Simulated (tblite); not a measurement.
Species: C3H10NO2Si (doublet state).
Atom-mapped SMILES: `[CH3:1][C:2]([CH3:3])[O:4][Si@@H:5]([NH2:6])[OH:7]` (hydrogens: H8, H9, H10 on C1; H11, H12, H13 on C3; H14 on Si5; H15, H16 on N6; H17 on O7)

Structure optimised with GFN2-xTB, isolated species. This method treats the open shell by occupation alone, without spin polarisation.

(1) Give the optimised bond lengths and angles.

Results:

(1) 
```tsv
bond	length (bohr)
C1–C2	2.814
C2–C3	2.808
C2–O4	2.550
O4–Si5	3.069
Si5–N6	3.268
Si5–O7	3.057
C1–H8, C1–H10	2.057
C1–H9	2.074
C3–H11, C3–H12	2.057
C3–H13	2.077
Si5–H14	2.756
N6–H15, N6–H16	1.903
O7–H17	1.801
```

Bonds in one row agree within 0.02 bohr and their mean is given. A selection of angles:
```tsv
angle	degrees
C2–C1–H8	110.6
C2–C1–H10	109.7
H8–C1–H9	107.4
H8–C1–H10	109.2
C1–C2–C3	120.9
C1–C2–O4	115.9
C3–C2–O4	120.1
C2–C3–H11	110.1
C2–C3–H13	111.9
H11–C3–H12	109.3
H11–C3–H13	107.8
C2–O4–Si5	135.7
O4–Si5–N6	108.8
O4–Si5–O7	106.9
O4–Si5–H14	112.2
N6–Si5–O7	109.5
N6–Si5–H14	116.7
O7–Si5–H14	102.1
Si5–N6–H15	119.2
Si5–N6–H16	117.6
H15–N6–H16	109.7
Si5–O7–H17	119.8
```

Dihedral angles: C1–C2–O4–Si5 -170° (antiperiplanar); C2–O4–Si5–N6 64° (synclinal); H17–O7–Si5–O4 -50° (synclinal).

Of the pairs four or more bonds apart, Si5···H12 is among the closest relative to their van der Waals radii: 2.97 Å, 90 % of the sum of Bondi's values. N6 (nitrogen bonded to Si and 2 H) is pyramidal (angles 119.2°, 117.6° and 109.7°, sum 346.5°, 0.25 Å off the plane of its three neighbours). C2 (carbon bonded to 2 C and O) is almost planar (angles 120.9°, 120.1° and 115.9°, sum 356.9°, 0.15 Å off the plane of its three neighbours). Si5 (silicon bonded to N, 2 O and H) is distorted tetrahedral (angles from 102.1° to 116.7°).

Point group: C1 (no symmetry element, even within 0.4 Å). Its GFN2-xTB frequencies are all real (lowest 40 cm⁻¹). Torsions: C1–C2–O4–Si5 -170°, C2–O4–Si5–N6 64°, O4–Si5–N6–H -55° and 168°, O4–Si5–O7–H -50°. 3 starts were optimised and ended at 0.00, 0.53 and 2.96 kcal/mol (GFN2-xTB); the lowest of these is shown.

One conformer stands for the species.

The numbers are calculated, not measured.
